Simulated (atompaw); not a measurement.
Before and after: PAW (atompaw) potential for Nb

```json
{
  "Element": "niobium (Nb)",
  "Generator": "atompaw 4.2.0.5",
  "Type": "PAW",
  "Functional": "PBE",
  "Relativity": "scalar-relativistic",
  "Frozen core": "[Ar] 3d10",
  "Valence charge": "13",
  "Reference configuration": "4s2 4p6 4d4 5s0 5p0 (charge +1)",
  "Partial waves": "4s (bound): rc 1.75 bohr; 5s (bound, empty): rc 2.60 bohr; 4p (bound): rc 1.60 bohr; 5p (bound, empty): rc 2.60 bohr; 4d (bound): rc 2.60 bohr; 4d channel at 0.9 Ry: rc 2.60 bohr",
  "Local potential": "troulliermartins scheme with l = 3 at 1 Ry, radius 2.40 bohr",
  "Core correction": "smooth core density matched at 1.70 bohr",
  "Augmentation charge": "besselshape compensation charge, radius 2.05 bohr; PAW radius 2.60 bohr; waves and projectors: custom polynom2 7 10 vanderbiltortho"
}
```

All-electron outer shells of the reference configuration (PBE, scalar-relativistic, ld1.x):

```
shell  level (eV)  outermost node (bohr)  outermost maximum (bohr)
   3d     -202.64                      –                      0.33
   4s      -64.81                   0.53                      1.04
   4p      -40.97                   0.54                      1.12
   5s       -9.42                   1.40                      2.93
   4d       -9.31                   0.55                      1.49
   5p       -5.75                   1.61                      3.71
```

Change: all radii scaled by about 1.19 (s 2.08, p 1.90, d 3.10 bohr); local potential troulliermartins scheme with l = 3 at 1 Ry, radius 2.86 bohr; augmentation besselshape compensation charge, radius 2.44 bohr; PAW radius 3.10 bohr; waves and projectors: custom polynom2 7 10 vanderbiltortho; core correction smooth core density matched at 2.02 bohr.

Cutoffs: the cutoffs (Ry, on a coarse ladder) from which the occupation-weighted sum of valence levels, in a spherical-Bessel basis at the reference potential, stays within 10 and 1 mRy of its value at 400 Ry; they do not see the model core or the augmentation charge, which bear on the density cutoff.

Question: What does the change do?

Answer: The potential gets softer (30 Ry and 90 Ry → 21 Ry and 35 Ry); neither file shows a bound ghost. A larger radius leaves more room for a smooth pseudo-wave, so fewer plane waves are needed.

| quantity | base | changed |
| --- | --- | --- |
| cutoff, loose | 30 Ry | 21 Ry |
| cutoff, tight | 90 Ry | 35 Ry |
| loose cutoff by channel (10 mRy a level) | s 15 Ry, p 18 Ry, d 15 Ry | s 10 Ry, p 18 Ry, d 10 Ry |
| bound ghosts | none | none |
| lowest overlap eigenvalue by channel | s 0.33, p 0.46, d 0.91 | s 0.34, p 0.46, d 0.91 |

 The cutoffs see the waves, projectors and local potential, not the compensation charge or the core.
